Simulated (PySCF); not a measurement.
**Mass spectrum arithmetic for `C=C(/C=C/C)O[Si](C)(C)C`**

Species: `C=C(/C=C/C)O[Si](C)(C)C`.

All values are calculated from tables of isotopes.

Problem. Find the molar and monoisotopic masses of C8H16OSi.

Solution. For C8H16OSi, with standard atomic weights, 8 × 12.011 + 1 × 15.999 + 1 × 28.085 + 16 × 1.008 = 156.300 g/mol. From the most abundant isotopes (12C, 16O, 28Si, 1H), 8 × 12.000000 + 1 × 15.994915 + 1 × 27.976927 + 16 × 1.007825 = 156.0970 u.

Problem. Give the isotope pattern of the molecular ion M+•, merging species of the same nominal mass.

Solution. 
```tsv
nominal mass	m/z (centroid)	relative intensity
156	156.0965	100.0
157	157.0985	14.0
158	158.0951	4.4
159	159.0978	0.4
```

Cut off at 0.1 %. One electron mass, 0.00055 u, is taken off.

Problem. Find the degree of unsaturation and check the nitrogen rule.

Solution. (2 × 9 + 2 + 0 − 16)/2 = 2; the structure has 0 rings and 2 π bonds. The nominal mass 156 is even, with 0 nitrogens, as the rule says.

Problem. Elemental analysis, calculated?

Solution. C 61.48 %, O 10.24 %, Si 17.97 %, H 10.32 %.

Problem. What resolving power m/Δm just matches the spacing of the species with one 29Si and with one 13C?

Solution. They lie 0.00379 u apart at mass 157.10, so m/Δm is about 41000.
